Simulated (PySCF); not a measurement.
Constitutional and geometric isomers with formula C3H5N. Gas-phase values, no solvent. One relaxed conformer stands for each flexible species; it need not be the lowest. Strings in code marks are SMILES.

These are PySCF 2.14.0 with PBE-D3(BJ)/def2-TZVP // B3LYP-D3(BJ)/def2-TZVP values and carry that method's errors. All candidates: neutral, multiplicity 1. Excitations are Tamm–Dancoff values on a coarser integration grid. The basis has no diffuse functions, so Rydberg states are missing or too high.

```yaml
HOMO–LUMO gap: 4.95 eV
HOMO: -4.82 eV
S1 excitation (TDA): 5.04 eV
```

Problem. Name which member has these values.
A. `C1=CNC1`
B. `C=CN=C` (C–C–N–C torsion 180°)
C. `CC#CN`
D. `C1=NCC1`

Solution. C, `CC#CN`. The others give `C1=NCC1`: 4.67 eV, -5.92 eV, 5.11 eV; `C1=CNC1`: 4.68 eV, -5.01 eV, 5.55 eV; `C=CN=C` (C–C–N–C torsion 180°): 3.84 eV, -6.10 eV, 4.02 eV
